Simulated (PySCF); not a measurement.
Species: C₃H₅Cl₃O₂Si.
SMILES: `CC(=O)O[SiH2]C(Cl)(Cl)Cl`

A linear-response calculation (PySCF, def2-SVPD basis, gas phase, vertical, core orbitals frozen in the response) gave these numbers; the functional is withheld.

Orbital energies (eV): HOMO-3 -10.71, HOMO-2 -10.33, HOMO-1 -10.21, HOMO -9.99, LUMO 0.09, LUMO+1 0.64, LUMO+2 0.71.

```csv
state,E (eV),f,"main configurations (H = HOMO, L = LUMO)"
S1,5.93,0.0007,"H-1→L+2 (66%), H→L+2 (15%), H-1→L+3 (10%)"
S2,6.35,0.0063,"H→L (78%), H-1→L (12%)"
S3,6.55,0.0000,H-2→L (88%)
S4,6.83,0.0002,"H-3→L (52%), H→L+3 (25%)"
S5,6.84,0.0005,"H-4→L (42%), H→L+1 (22%)"
S6,7.31,0.021,"H-2→L+1 (34%), H-6→L (16%), H-2→L+4 (11%)"
```

Triplets (Tamm–Dancoff): T1 5.43 eV, H-1→L+2 (66%), H→L+2 (15%), H-1→L+3 (11%); T2 5.76 eV, H→L (72%), H-1→L (12%); T3 5.92 eV, H-2→L (78%); T4 6.09 eV, H-3→L (46%), H→L+3 (24%).

Vertical ionisation energy by ΔSCF with the same functional: 10.70 eV. Mean static polarisability: 108.3 au.

Question: Which of these was used?
A. B3LYP
B. CAM-B3LYP
C. PBE
D. HF

Answer: B. CAM-B3LYP is range-separated, 19% exact exchange at short range and 65% at long range (ω = 0.33 bohr⁻¹). In this run −ε(HOMO) = 9.99 eV differs from the ΔSCF value by -0.70 eV, and S1 differs from the orbital gap of 10.08 eV by -4.15 eV. The ratio −ε(HOMO)/IP is 0.93. Small neutral molecules mostly give 0.85 to 0.93 with CAM-B3LYP, 0.5 to 0.7 with PBE, 0.67 to 0.83 with B3LYP; Hartree–Fock can't fall below 1, since the ion's relaxation only lowers the ΔSCF value.

Computed with TDDFT CAM-B3LYP/def2-SVPD, vertical, gas phase, core orbitals frozen in the response (PySCF). Geometry: PBE0-D3(BJ)/def2-SVP, one conformer, isolated molecule.

On one thread of an Arm Neoverse V2 (shared host), this took 7.7 min (grids of density and orbitals included) and 1.5 GiB of memory at its peak.

Shape of the structure used: `[CH3:1][C:2](=[O:3])[O:4][SiH2:5][C:6]([Cl:7])([Cl:8])[Cl:9]`: C1–C2–O4–Si5 180°, C2–O4–Si5–C6 180°, O4–Si5–C6–Cl7 -61°.
